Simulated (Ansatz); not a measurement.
Consider the ligand exchange at a B–N bond: `O=C=NBF` + CH₃NH₂ → `CNBF` + `N=C=O`.

Computed with Ansatz on PBE0-D4/def2-TZVP structures; ΔE is electronic, products minus reactants. CCSD(T)/CBS is the MP2 limit (def2-TZVPP, def2-QZVPP) plus CCSD(T) − MP2 in def2-TZVPP, frozen cores. This one scheme is used for every species. Functionals use def2-TZVPP. HSE06 is defined as in plane-wave codes. Each species was taken in one conformer, which may not be the lowest.

| level | ΔE (kJ/mol) | difference from CCSD(T)/CBS |
| --- | --- | --- |
| r2SCANh-D4 | -27.4 | 0.7 |
| CAM-B3LYP-D4 | -29.0 | -0.9 |
| B2PLYP | -26.2 | 1.9 |
| r2SCANh | -27.2 | 0.9 |
| HSE06 | -27.1 | 1.0 |
| HF/def2-TZVPP | -16.3 | 11.8 |
| SCS-MP2/def2-QZVPP | -25.4 | 2.7 |
| MP2/cc-pV(D+d)Z | -28.8 | -0.7 |
| HF/cc-pV(T+d)Z | -16.4 | 11.7 |
| CCSD/CBS(cc) | -27.7 | 0.4 |
| CCSD(T)/CBS | -28.1 | 0 |

Largest T1 diagnostic among the species: 0.018.

In def2-TZVPP, CCSD(T) changes the Hartree–Fock value by −11.4 kJ/mol (the triples alone add −1.0 kJ/mol) and MP2 by −10.0 kJ/mol. Leaving LDA and LC-ωPBE aside and taking each functional with its dispersion term where it has one, the values, not all of them listed here, spread over 6.7 kJ/mol, from PBE-D4 to B97M-V. LDA lies −9.1 kJ/mol from PBE without D4.
